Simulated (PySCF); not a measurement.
# How methods differ on the ionisation energy of As

As [Ar] 3d10 4s2 4p3 (4S) → As⁺ [Ar] 3d10 4s2 4p2 (3P), as a difference of total energies. Calculation: PySCF 2.14, in 6-31G*; no relativity, point nucleus. Correlated levels: valence: [Ar] 3d10 frozen. The calculations carry no spin-orbit coupling.

| method | ionisation energy (eV) | difference from reference (eV) |
| --- | --- | --- |
| UHF | 9.460 | -0.548 |
| PBE | 9.932 | -0.076 |
| M06-L | 9.619 | -0.389 |
| MP2 (valence) | 9.770 | -0.238 |
| SCS-MP2 (valence) | 9.657 | -0.351 |
| CCSD (valence) | 9.714 | -0.294 |
| CCSD(T) (valence) | 9.718 | -0.290 |

Reference: 10.008 eV (measured; NIST levels, between the centres of gravity of the two terms).

These non-relativistic numbers lack the scalar-relativistic shift.

Errors of the correlated levels include the incompleteness of this basis and the frozen core.
